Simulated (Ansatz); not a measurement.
(4-methoxyphenyl)phenyliodonium (C₁₃H₁₂IO⁺). The state is a triplet with charge 1. Geometry PBE-D4/def2-SVP, that of the charge +1 singlet.

```xyz
27

C     2.7108    4.1159   -1.2912
O     1.4498    3.5890   -1.7073
C     1.1945    2.2845   -1.5611
C     2.0992    1.3441   -1.0081
C     1.7331   -0.0027   -0.9011
C     0.4637   -0.3915   -1.3532
I    -0.0802   -2.4353   -1.2088
C    -1.1519   -2.4657    0.6567
C    -2.5454   -2.3339    0.6117
C    -3.2353   -2.3563    1.8356
C    -2.5350   -2.5069    3.0430
C    -1.1367   -2.6365    3.0463
C    -0.4182   -2.6201    1.8393
C    -0.4565    0.5165   -1.9112
C    -0.0827    1.8536   -2.0081
H     3.5457    3.6574   -1.8628
H     2.8713    3.9620   -0.2028
H     2.6733    5.1986   -1.5050
H     3.0944    1.6509   -0.6603
H     2.4421   -0.7259   -0.4731
H    -3.0916   -2.2214   -0.3356
H    -4.3312   -2.2584    1.8352
H    -3.0867   -2.5265    3.9945
H    -0.5908   -2.7589    3.9939
H     0.6756   -2.7292    1.8383
H    -1.4459    0.1958   -2.2673
H    -0.7654    2.6008   -2.4375
```

In the def2 sets I takes a core potential; there is no spin–orbit coupling. At PBE0-D4/def2-SVP a singlet of charge 1 lies 3.45 eV below the triplet at the same geometry.

Question: Estimate the α-spin orbital energies around the gap (eV) in Ansatz with PBE-D4/def2-SVP, PBE0-D4/def2-SVP.

Answer: 
```json
{"orbital": "HOMO−5", "PBE-D4/def2-SVP": "-10.77", "PBE0-D4/def2-SVP": "-12.08"}
{"orbital": "HOMO−4", "PBE-D4/def2-SVP": "-10.60", "PBE0-D4/def2-SVP": "-11.97"}
{"orbital": "HOMO−3", "PBE-D4/def2-SVP": "-10.23", "PBE0-D4/def2-SVP": "-11.68"}
{"orbital": "HOMO−2", "PBE-D4/def2-SVP": "-9.87", "PBE0-D4/def2-SVP": "-10.78"}
{"orbital": "HOMO−1", "PBE-D4/def2-SVP": "-9.72", "PBE0-D4/def2-SVP": "-10.63"}
{"orbital": "HOMO", "PBE-D4/def2-SVP": "-6.16", "PBE0-D4/def2-SVP": "-6.91"}
{"orbital": "LUMO", "PBE-D4/def2-SVP": "-5.99", "PBE0-D4/def2-SVP": "-5.33"}
{"orbital": "LUMO+1", "PBE-D4/def2-SVP": "-5.60", "PBE0-D4/def2-SVP": "-4.90"}
{"orbital": "LUMO+2", "PBE-D4/def2-SVP": "-5.11", "PBE0-D4/def2-SVP": "-4.58"}
{"orbital": "LUMO+3", "PBE-D4/def2-SVP": "-4.58", "PBE0-D4/def2-SVP": "-3.55"}
{"orbital": "LUMO+4", "PBE-D4/def2-SVP": "-4.45", "PBE0-D4/def2-SVP": "-3.46"}
{"orbital": "LUMO+5", "PBE-D4/def2-SVP": "-2.45", "PBE0-D4/def2-SVP": "-1.52"}
{"orbital": "β HOMO", "PBE-D4/def2-SVP": "-9.71", "PBE0-D4/def2-SVP": "-10.63"}
{"orbital": "β LUMO", "PBE-D4/def2-SVP": "-9.44", "PBE0-D4/def2-SVP": "-8.77"}
```
